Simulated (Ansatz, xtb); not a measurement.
Two isomers of CH3AlBrFSi

We compare a, `[F][Al]([Br])[CH]=[SiH2]`, a singlet, with b, `C=[SiH][Al]([F])[Br]`, a singlet. Both are isolated molecules in the gas phase, relaxed with PBE0-D3(BJ)/def2-SVP; the shapes shown needn't be the lowest conformers.

a (Å):

```yaml
atoms:
  - { symbol: C, position_ang: [-0.6776, -0.2499, -0.8519] }
  - { symbol: Al, position_ang: [-2.4070, -0.7481, -0.2740] }
  - { symbol: Br, position_ang: [-3.7518, 0.5773, 0.9428] }
  - { symbol: F, position_ang: [-3.0106, -2.2493, -0.6673] }
  - { symbol: Si, position_ang: [0.3036, -1.3026, -1.7825] }
  - { symbol: H, position_ang: [-0.2739, 0.7372, -0.5949] }
  - { symbol: H, position_ang: [1.6712, -0.9717, -2.2690] }
  - { symbol: H, position_ang: [-0.1534, -2.6580, -2.1814] }
```

b (Å):

```xyz
8

C    -1.7970   -3.1957   -0.6009
Al   -0.3781   -0.2772   -1.9558
Br    0.1294   -1.2736   -3.9007
F     0.0191    1.3262   -1.7730
Si   -1.4563   -1.5444   -0.2449
H    -1.5265   -3.6285   -1.5696
H    -2.2870   -3.8801    0.0991
H    -1.8338   -0.9758    1.0793
```

Quicker runs give these differences E(b) − E(a): GFN2-xTB +5.3 kcal/mol; HF/STO-3G +2.6 kcal/mol (at GFN2-xTB geometries); r2SCAN-D4/def2-SVP +4.7 kcal/mol (at GFN2-xTB geometries).

Estimate E(b) − E(a) at the level CCSD(T)/def2-SVP + ΔMP2/def2-TZVPP.

Calculated at CCSD(T)/def2-SVP + ΔMP2/def2-TZVPP: E(b) − E(a) = +5.2 kcal/mol, so structure a lies lower.

How the difference moves with the method:

```json
{"level": "GFN2-xTB", "geometry": "GFN2-xTB", "E(b) − E(a) (kcal/mol)": "+5.3", "departure from the last row (kcal/mol)": "+0.2", "job, with rough time for the two": "optimisation, 0.17 s"}
{"level": "HF/STO-3G", "geometry": "GFN2-xTB", "E(b) − E(a) (kcal/mol)": "+2.6", "departure from the last row (kcal/mol)": "−2.6", "job, with rough time for the two": "single point, 0.44 s"}
{"level": "r2SCAN-D4/def2-SVP", "geometry": "GFN2-xTB", "E(b) − E(a) (kcal/mol)": "+4.7", "departure from the last row (kcal/mol)": "−0.5", "job, with rough time for the two": "single point, 2.5 s"}
{"level": "PBE0-D3(BJ)/def2-SVP", "geometry": "PBE0-D3(BJ)/def2-SVP", "E(b) − E(a) (kcal/mol)": "+3.9", "departure from the last row (kcal/mol)": "−1.3", "job, with rough time for the two": "optimisation, 47 s"}
{"level": "HF/def2-SVP", "geometry": "PBE0-D3(BJ)/def2-SVP", "E(b) − E(a) (kcal/mol)": "+9.4", "departure from the last row (kcal/mol)": "+4.3", "job, with rough time for the two": "part of the CCSD(T) run"}
{"level": "MP2/def2-SVP", "geometry": "PBE0-D3(BJ)/def2-SVP", "E(b) − E(a) (kcal/mol)": "+7.3", "departure from the last row (kcal/mol)": "+2.1", "job, with rough time for the two": "part of the CCSD(T) run"}
{"level": "CCSD(T)/def2-SVP", "geometry": "PBE0-D3(BJ)/def2-SVP", "E(b) − E(a) (kcal/mol)": "+4.8", "departure from the last row (kcal/mol)": "−0.4", "job, with rough time for the two": "single point"}
{"level": "CCSD(T)/def2-SVP + ΔMP2/def2-TZVPP", "geometry": "PBE0-D3(BJ)/def2-SVP", "E(b) − E(a) (kcal/mol)": "+5.2", "departure from the last row (kcal/mol)": "", "job, with rough time for the two": "single point, 26 s"}
```

As drawn, b has 1 Al–Si, 1 C–H in place of 1 C–Al, 1 Si–H.

The levels shown agree on the order. The largest departure from CCSD(T)/def2-SVP + ΔMP2/def2-TZVPP is that of HF/def2-SVP, 4.3 kcal/mol. The last row adds to CCSD(T) the change of the MP2 difference between the two basis sets, here +0.4 kcal/mol.

With harmonic frequencies from PBE0-D3(BJ)/def2-SVP (ideal gas, rigid rotor, one conformer each, 298.15 K, 1 atm): on the last row, ΔE + ΔZPE = +6.5, ΔH = +6.6, ΔG = +6.2 kcal/mol.

The correlated steps freeze 21 core orbitals; the filled d shell of Br is correlated, in a basis made for valence electrons. Run with Ansatz 0.2.0, xtb 6.7.1; the last row on 2 threads of Intel(R) Xeon(R) 6975P-C (Granite Rapids) on a shared host.
